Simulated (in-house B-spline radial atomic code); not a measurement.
Radial electron density of the rubidium ion Rb²⁺, [Ar] 3d10 4s2 4p4 4f1. Method: Dirac-Hartree-Fock, average of configuration, Fermi nucleus of rms radius 4.2036 fm, inside a hard spherical wall at 3.33 bohr. Calculated with a B-spline radial code for spherical atoms.

Columns: r (bohr), 4πr²n(r) (electrons per bohr), bar.

```
 0.00165    1.337 #
 0.00198    1.853 #
 0.00239    2.583 ##
 0.00287    3.546 ###
 0.00346    4.866 ####
 0.00417    6.615 #####
 0.00502    8.879 #######
 0.00604    11.76 #########
 0.00727    15.35 ############
 0.00876    19.69 ################
  0.0105    24.56 ####################
  0.0127    30.14 ########################
  0.0153    35.69 ############################
  0.0184    40.68 ################################
  0.0222     44.5 ###################################
  0.0267    46.33 #####################################
  0.0321    45.92 #####################################
  0.0387    43.52 ###################################
  0.0466    40.38 ################################
   0.056    38.41 ###############################
  0.0675    39.45 ###############################
  0.0812    44.05 ###################################
  0.0978    50.55 ########################################
   0.118    55.18 ############################################
   0.142    54.16 ###########################################
   0.171    46.96 #####################################
   0.206    37.45 ##############################
   0.248    31.76 #########################
   0.298    32.85 ##########################
   0.359    37.61 ##############################
   0.432    39.29 ###############################
    0.52    34.01 ###########################
   0.626    23.83 ###################
   0.754    14.09 ###########
   0.908    8.432 #######
    1.09    6.582 #####
    1.32    6.068 #####
    1.58    5.178 ####
    1.91    3.604 ###
     2.3    1.977 ##
    2.77   0.6313 #
     3.3 0.001936
```

On this grid the curve has 3 maxima, near 0.0267, 0.118, 0.432 bohr.

The 4p3/2 radial function P(r) = rR(r), positive near the nucleus, with its small component Q(r) (sign convention: Q ≈ (P' + κP/r)/2c):

```
r (bohr)         P           Q
 0.00239  0.001111  -7.538e-05
 0.00346  0.002268  -0.0001538
 0.00502  0.004607  -0.0003125
 0.00727  0.009204  -0.0006246
  0.0105   0.01796    -0.00122
  0.0153   0.03465   -0.002356
  0.0222   0.06373   -0.004346
  0.0321      0.11   -0.007557
  0.0466     0.175    -0.01224
  0.0675    0.2426    -0.01772
  0.0978     0.268    -0.02181
   0.142    0.1772    -0.02079
   0.206  -0.06898    -0.01202
   0.298   -0.3569    0.001351
   0.432   -0.4107     0.01044
   0.626  -0.03992    0.009155
   0.908    0.5614    0.001512
    1.32    0.9088   -0.004428
    1.91    0.7284   -0.004812
    2.77    0.2523   -0.002448
```
